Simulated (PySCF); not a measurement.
C₃H₇S, SMILES [CH2]SCC, multiplicity 2.

The structure is a stationary point at PBE0-D3(BJ)/def2-SVP. The isomer is the one that the SMILES or the coordinates give; other isomers of the formula were not compared. Other conformers were not sampled.

The numbers are results of PySCF 2.14.0 with TDA-PBE/def2-SVPD, not measurements.

Vertical excitations. 

```tsv
state	energy (eV)	λ (nm)	f	main pairs
root 1	3.56	349	0.001	α HOMO→LUMO 99 %
root 2	3.84	323	0.001	α HOMO→LUMO+1 100 %
root 3	4.25	291	0.009	α HOMO→LUMO+2 98 %
root 4	4.43	280	0.061	α HOMO→LUMO+3 34 %, β HOMO→LUMO 58 %
root 5	4.64	267	0.004	α HOMO→LUMO+3 65 %, β HOMO→LUMO 29 %
root 6	4.82	257	0.008	α HOMO→LUMO+4 94 %
root 7	5.13	242	0.002	α HOMO→LUMO+5 96 %
root 8	5.41	229	0.014	α HOMO→LUMO+6 13 %, β HOMO−1→LUMO 79 %
root 9	5.43	228	0.006	α HOMO→LUMO+6 86 %, β HOMO−1→LUMO 10 %
root 10	5.71	217	0.005	α HOMO→LUMO+7 96 %
```
Unrestricted roots are not spin-pure.
